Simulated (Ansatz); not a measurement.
`[OH][Ga]([F])[F]` + HBr → `[F][Ga]([F])[Br]` + H₂O  (ligand exchange at a Ga–O bond)

Computed with Ansatz on PBE0-D4/def2-TZVP structures; ΔE is electronic, products minus reactants. CCSD(T)/CBS is the MP2 limit (def2-TZVPP, def2-QZVPP) plus CCSD(T) − MP2 in def2-TZVPP, frozen cores. This one scheme is used for every species. Functionals use def2-TZVPP. B3LYP here is the variant with VWN-RPA as its local correlation; programs differ in this. HSE06 is defined as in plane-wave codes. For Br, Ga outer-core shells are correlated without core-valence functions, which leaves a few kJ/mol of doubt a bond. Scalar relativity is left out up to krypton. One conformer a species, not always the lowest.

| level | ΔE (kJ/mol) | difference from CCSD(T)/CBS |
| --- | --- | --- |
| LDA (SPW92) | -61.6 | 6.1 |
| PBE-D4 | -67.0 | 0.7 |
| revPBE-D4 | -66.4 | 1.3 |
| BLYP-D4 | -61.9 | 5.8 |
| r2SCAN-D4 | -66.7 | 1.0 |
| B97M-V | -65.1 | 2.6 |
| PBE0-D4 | -72.2 | -4.5 |
| B3LYP-D4 | -66.6 | 1.1 |
| r2SCANh-D4 | -68.7 | -1.0 |
| r2SCAN0-D4 | -71.5 | -3.8 |
| HSE06-D4 | -72.4 | -4.7 |
| BHLYP-D4 | -72.5 | -4.8 |
| CAM-B3LYP-D4 | -62.2 | 5.5 |
| ωB97X-V | -64.7 | 3.0 |
| ωB97M-V | -67.3 | 0.4 |
| B2PLYP | -62.8 | 4.9 |
| PBE-QIDH | -69.7 | -2.0 |
| PBE | -65.6 | 2.1 |
| revPBE | -66.2 | 1.5 |
| r2SCAN | -66.5 | 1.2 |
| PBE0 | -70.9 | -3.2 |
| B3LYP | -64.2 | 3.5 |
| r2SCANh | -68.4 | -0.7 |
| r2SCAN0 | -71.1 | -3.4 |
| HSE06 | -71.0 | -3.3 |
| CAM-B3LYP | -60.7 | 7.0 |
| LC-ωPBE | -63.6 | 4.1 |
| RPA@PBE/def2-TZVPP | -56.9 | 10.8 |
| HF/def2-SVP | -67.8 | -0.1 |
| MP2/def2-SVP | -53.7 | 14.0 |
| CCSD/def2-SVP | -54.2 | 13.5 |
| CCSD(T)/def2-SVP | -53.5 | 14.2 |
| MP2/def2-TZVPP | -62.8 | 4.9 |
| SCS-MP2/def2-TZVPP | -60.1 | 7.6 |
| CCSD/def2-TZVPP | -62.6 | 5.1 |
| CCSD(T)/def2-TZVPP | -61.8 | 5.9 |
| HF/def2-QZVPP | -72.4 | -4.7 |
| HF/CBS(def2) | -72.2 | -4.5 |
| MP2/CBS(def2) | -68.7 | -1.0 |
| CCSD/CBS(def2) | -68.6 | -0.9 |
| CCSD(T)/CBS | -67.7 | 0 |

Largest T1 diagnostic among the species: 0.015.

From PBE to PBE0 (25 % exact exchange), in def2-TZVPP and without D4, ΔE moves by −5.2 kJ/mol. In def2-TZVPP, CCSD(T) changes the Hartree–Fock value by +11.5 kJ/mol (the triples alone add +0.8 kJ/mol) and MP2 by +10.5 kJ/mol.
